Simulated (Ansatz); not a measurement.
`F/C=C/C(F)=C\F` → `C=C(F)C=C(F)F`  (isomerisation)

Program: Ansatz. Geometries: PBE0-D4/def2-TZVP. ΔE: electronic, gas phase. CCSD(T)/CBS is the MP2 limit (def2-TZVPP, def2-QZVPP) plus CCSD(T) − MP2 in def2-TZVPP, frozen cores. DFT in def2-TZVPP. Each species was taken in one conformer, which may not be the lowest.

| level | ΔE (eV) |
| --- | --- |
| CAM-B3LYP-D4 | -0.32 |
| ωB97M-V | -0.35 |
| CCSD/def2-SVP | -0.33 |
| CCSD/CBS(def2) | -0.30 |

(1) What does CCSD(T)/CBS give? (An estimate is asked.)

(2) What do rigid-rotor, harmonic-oscillator terms from PBE0-D4/def2-TZVP frequencies (298.15 K, 1 bar) make of the CCSD(T)/CBS value? (An estimate is asked.)

Largest T1 diagnostic among the species: 0.013.

Results:

(1) The calculation gave: -0.30 eV. The listed levels differ from it by -0.02, -0.05, -0.03, 0.00 eV.

(2) The calculation gave: ΔZPE = -0.01 eV, ΔH = -0.31 eV, ΔS = -2 J/(mol·K), ΔG = -0.31 eV.

From BLYP to BHLYP (50 % exact exchange), in def2-TZVPP and without D4, ΔE moves by −0.05 eV. At CCSD(T), def2-SVP lies −0.03 eV from the extrapolated value and def2-TZVPP −0.02 eV.
